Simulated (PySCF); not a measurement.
Pb(H)(SiH3) (H4PbSi), SMILES [PbH][SiH3] (connectivity only; charge and spin as stated), neutral, multiplicity 1. Atoms are numbered in the order given.

```xyz
6

Pb     0.0222    -0.4847     0.0000
H     -1.8318    -0.4148     0.0000
Si     0.0049     2.2651     0.0000
H     -0.7089     2.7850     1.1990
H     -0.7089     2.7850    -1.1990
H      1.3607     2.8779     0.0000
```
Charge 0, spin multiplicity 1.

Geometry optimised at B3LYP-D3(BJ)/def2-TZVP. The def2 effective core potentials stand for the cores of Pb; spin–orbit coupling is left out.

These are PBE0/def2-TZVPD (PySCF) values and carry that method's errors.

Mulliken values depend strongly on the basis, most of all with diffuse functions as here. ESP charges are fitted to the potential on shells at 1.4 to 2.0 van der Waals radii. Atomic charges (e):

```csv
atom,ESP fit,Mulliken
Pb1,?,0.23
H2,?,-0.08
Si3,?,-0.13
H4,?,0.00
H5,?,0.00
H6,?,-0.01
```

Problem. Some entries are withheld; supply them. (The exact figures need the calculation; the answer reports its results.)

Solution. 
- Pb1, ESP fit: 0.21
- H2, ESP fit: -0.16
- Si3, ESP fit: 0.34
- H4, ESP fit: -0.11
- H5, ESP fit: -0.11
- H6, ESP fit: -0.16
